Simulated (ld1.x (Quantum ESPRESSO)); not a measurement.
Ba (Z = 56): one change to a TM potential, before and after

```json
{
 "Element": "barium",
 "Generator": "ld1.x (Quantum ESPRESSO) 7.5",
 "Type": "norm-conserving Troullier–Martins (Kleinman–Bylander form)",
 "Functional": "LDA (PZ)",
 "Relativity": "fully relativistic",
 "Frozen core": "[Xe]",
 "Valence charge": "2",
 "Reference configuration": "5d0 6s1.5 6p0.5",
 "Partial waves": "6p (bound): rc 3.45 bohr; 5d (bound, empty): rc 0.75 bohr; 6s (bound): rc 3.75 bohr",
 "Local potential": "the s channel",
 "Core correction": "none"
}
```

Open shells are filled in proportion to 2j + 1 (rel_dist='average').

Change: core correction a·sin(br)/r model core inside 0.84 bohr.

Cutoffs: the cutoffs (Ry, on a coarse ladder) from which the occupation-weighted sum of valence levels, in a spherical-Bessel basis at the reference potential, stays within 10 and 1 mRy of its value at 400 Ry; they do not see the model core or the augmentation charge, which bear on the density cutoff. Errors are all-electron minus pseudo energies relative to the spin-unpolarised reference configuration.

Problem. How do hardness, ghosts and transferability respond?

Solution. The potential gets neither clearly harder nor softer (8 Ry and 15 Ry → 8 Ry and 15 Ry); both files keep a bound ghost (p); of the 6 tests that both files solve, the error grows in 0 and shrinks in 6 by more than 15 % and 0.3 meV (median size 13.9 → 1.9 meV). Exchange and correlation are not linear in the density, so unscreening with the valence charge alone errs where core and valence overlap; a model core restores that term. A model core, the more so a compact one, raises the density cutoff, which this test does not measure.

```tsv
quantity	base	changed
cutoff, loose	8 Ry	8 Ry
cutoff, tight	15 Ry	15 Ry
bound ghosts	p1/2, p3/2	p1/2, p3/2
tests counted (converged, no solver errors)	6 of 7	6 of 7
error for 5d0 6s2 6p0, meV [ΔE -1.04 eV]	+8.1	-0.8
error for 5d0 6s1 6p0, meV [ΔE 4.50 eV]	+18	-3.1
error for 5d0 6s1.5 6p0, meV [ΔE 1.17 eV]	+3.3	-0.1
error for 5d0 6s1 6p1, meV [ΔE 1.07 eV]	+9.5	-0.8
error for 5d0 6s0 6p2, meV [ΔE 3.31 eV]	+108	-7.4
error for 5d0 6s0 6p1, meV [ΔE 7.20 eV]	+145	-7.5
s: phases at 4.03 bohr within 0.05 rad from the reference energy up to (Ry; the scan ends near 5)	0.9	0.9
p1/2: phases at 4.03 bohr within 0.05 rad from the reference energy up to (Ry; the scan ends near 5)	0.1	0.1
p3/2: phases at 4.03 bohr within 0.05 rad from the reference energy up to (Ry; the scan ends near 5)	0.1	0.1
d3/2: phases at 4.03 bohr within 0.05 rad from the reference energy up to (Ry; the scan ends near 5)	0.6	0.6
d5/2: phases at 4.03 bohr within 0.05 rad from the reference energy up to (Ry; the scan ends near 5)	0.6	0.6
```

Base: The cutoffs count occupied waves only; the empty 5d level needs 100 Ry at the loose tolerance. Tests not counted: 5d1 6s1 6p0 (solver errors, printed error -11.8 eV). The 5d radius (0.75 bohr) lies inside the outermost node of the all-electron wave (1.00 bohr), which a nodeless pseudo-wave cannot match soundly. Changed file: The cutoffs count occupied waves only; the empty 5d level needs 100 Ry at the loose tolerance. Tests not counted: 5d1 6s1 6p0 (solver errors, printed error -12.2 eV). The 5d radius (0.75 bohr) lies inside the outermost node of the all-electron wave (1.00 bohr), which a nodeless pseudo-wave cannot match soundly. A true bound ghost makes a file unfit for plane-wave use even where its test errors are small: the radial tests pick states by their node count and pass the ghost by. Where a test does run into it, the solver fails or the error is huge.
